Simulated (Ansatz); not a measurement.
Hexamethyldisiloxane, C6H18OSi2, relaxed with RKS PBE0-D4/def2-TZVP in the Gaussian-basis code of Ansatz from a PBE-D4/def2-SVP geometry. The force threshold is 0.005 eV/Å; the program also tests the step.

Total charge 0; spin multiplicity 1.

Start:

```xyz
27

C     2.117    0.401    1.522
Si    1.526    0.442   -0.271
C     2.051   -1.135   -1.169
C     2.200    1.962   -1.155
O    -0.151    0.568   -0.300
Si   -1.595   -0.178    0.132
C    -1.741   -1.830   -0.773
C    -2.983    0.984   -0.386
C    -1.623   -0.458    2.001
H     1.746   -0.502    2.050
H     3.225    0.394    1.582
H     1.751    1.290    2.076
H     1.697   -2.042   -0.636
H     1.631   -1.161   -2.196
H     3.155   -1.203   -1.251
H     1.838    2.006   -2.202
H     1.873    2.892   -0.646
H     3.310    1.957   -1.177
H    -1.638   -1.688   -1.869
H    -2.725   -2.307   -0.583
H    -0.953   -2.541   -0.449
H    -2.957    1.167   -1.480
H    -2.887    1.966    0.121
H    -3.978    0.564   -0.132
H    -1.438    0.491    2.545
H    -0.845   -1.185    2.312
H    -2.605   -0.855    2.331
```

```json
{"step": "1", "energy (eV)": "-24310.6265", "largest force (eV/Å)": "0.803", "largest move (Å)": "0.000"}
{"step": "2", "energy (eV)": "-24310.7537", "largest force (eV/Å)": "0.518", "largest move (Å)": "0.038"}
{"step": "3", "energy (eV)": "-24310.7781", "largest force (eV/Å)": "0.083", "largest move (Å)": "0.027"}
{"step": "4", "energy (eV)": "-24310.7786", "largest force (eV/Å)": "0.063", "largest move (Å)": "0.007"}
{"step": "5", "energy (eV)": "-24310.7798", "largest force (eV/Å)": "0.006", "largest move (Å)": "0.031"}
{"step": "6", "energy (eV)": "-24310.7803", "largest force (eV/Å)": "0.022", "largest move (Å)": "0.025"}
{"step": "7", "energy (eV)": "-24310.7803", "largest force (eV/Å)": "0.023", "largest move (Å)": "0.020"}
{"step": "8", "energy (eV)": "-24310.7804", "largest force (eV/Å)": "0.004", "largest move (Å)": "0.004"}
```

End:

```xyz
27

C     2.123    0.409    1.504
Si    1.505    0.426   -0.260
C     2.060   -1.125   -1.143
C     2.131    1.939   -1.152
O    -0.133    0.501   -0.263
Si   -1.569   -0.185    0.134
C    -1.752   -1.811   -0.770
C    -2.912    0.999   -0.385
C    -1.633   -0.474    1.979
H     1.772   -0.477    2.040
H     3.217    0.404    1.535
H     1.776    1.290    2.049
H     1.713   -2.024   -0.624
H     1.669   -1.156   -2.164
H     3.151   -1.175   -1.200
H     1.761    1.965   -2.180
H     1.795    2.851   -0.652
H     3.224    1.957   -1.186
H    -1.679   -1.668   -1.851
H    -2.721   -2.271   -0.557
H    -0.975   -2.521   -0.473
H    -2.869    1.188   -1.461
H    -2.804    1.959    0.127
H    -3.904    0.602   -0.152
H    -1.482    0.460    2.527
H    -0.861   -1.179    2.299
H    -2.602   -0.885    2.278
```

It took 17 s on 4 threads of an AMD EPYC 7R13 on a shared host and a share of an NVIDIA H100 80 GB, with 1.3 GiB of host memory at the peak.
